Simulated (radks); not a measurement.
P III, 13 electrons, occupied as [Ne] 3s1 3p2 (not the ground configuration).

All-electron calculation, Dirac Kohn-Sham, BLYP, spin-unpolarised, spherical densities, finite nucleus; open shells fill j = l - 1/2 first; Fermi nuclear charge, rms radius 3.1889 fm. Program: a radial shooting solver on a logarithmic mesh with Libxc functionals.

Energy parts (eV):
part                      energy
total                  -9270.188
kinetic                 9305.710
electron-nucleus      -21809.171
Hartree                 3846.463
exchange-correlation    -613.189

Orbitals (lengths in bohr, moments of r in powers of bohr):
orbital  occ.  eigenvalue (eV)    <r^2>  small-component weight
1s1/2       2        -2110.875  0.01444                2.83e-03
2s1/2       2        -198.6309   0.3217                4.18e-04
2p1/2       2        -150.0020   0.2925                3.97e-04
2p3/2       4        -149.0786   0.2951                3.95e-04
3s1/2       1         -34.4673    3.440                7.04e-05
3p1/2       2         -24.7721    4.442                5.65e-05
3p3/2       0         -24.6896    4.466                5.63e-05

The highest occupied level is 3p1/2 at -24.772 eV. The density falls to 0.001 e/bohr^3 at r = 3.56 bohr. The electron density at the nucleus is 2384 e/bohr^3.
